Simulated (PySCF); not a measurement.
Si(Cl)3(OMe) (CH₃Cl₃OSi), SMILES Cl[Si](OC)(Cl)Cl. Atoms are numbered in the order given.

```xyz
9

C     -2.3881    -1.1501     0.0000
O     -0.9740    -1.3197     0.0000
Si     0.1102    -0.0795     0.0000
Cl    -0.1374     1.1052    -1.6698
Cl     1.9740    -0.9205     0.0000
Cl    -0.1374     1.1052     1.6698
H     -2.8501    -2.1562     0.0000
H     -2.7288    -0.5993     0.9036
H     -2.7288    -0.5993    -0.9036
```
Charge 0, spin multiplicity 1.

Geometry: PBE-D3(BJ)/def2-SVP. Other conformers were not sampled.

Two levels are set side by side: PBE/pcSseg-1 (PySCF) and KT2/pcSseg-1 (PySCF). GIAO shifts against H2O (¹⁷O), HCl (³⁵Cl), TMS (²⁹Si), TMS (¹H), TMS (¹³C) at the same level; non-relativistic, no solvent, atoms listed together averaged. Without spin–orbit terms, shifts of atoms bonded to Cl or Br come out too high at both levels. Differences are taken from unrounded values.

| quantity | KT2 |
|---|---|
| δ(¹³C) of C1 (ppm) | 58.6 |
| δ(¹⁷O) of O2 (ppm) | 103.3 |
| δ(²⁹Si) of Si3 (ppm) | -6.6 |
| δ(³⁵Cl) of Cl4, Cl5, Cl6 (ppm) | 168.5 |
| δ(¹H) of H7, H8, H9 (ppm) | 4.34 |

Question: What does PBE give, and how far is it from KT2? (The exact figures need the calculation; the answer reports its results.)

Answer: 
```tsv
quantity	PBE	PBE minus KT2
δ(¹³C) of C1 (ppm)	59.3	0.7
δ(¹⁷O) of O2 (ppm)	105.4	2.1
δ(²⁹Si) of Si3 (ppm)	-7.6	-1.0
δ(³⁵Cl) of Cl4, Cl5, Cl6 (ppm)	168.3	-0.1
δ(¹H) of H7, H8, H9 (ppm)	4.34	0.00
```

Rough cost on one machine, each run with all the roots and properties that it gave: KT2 against PBE within a factor of 2.
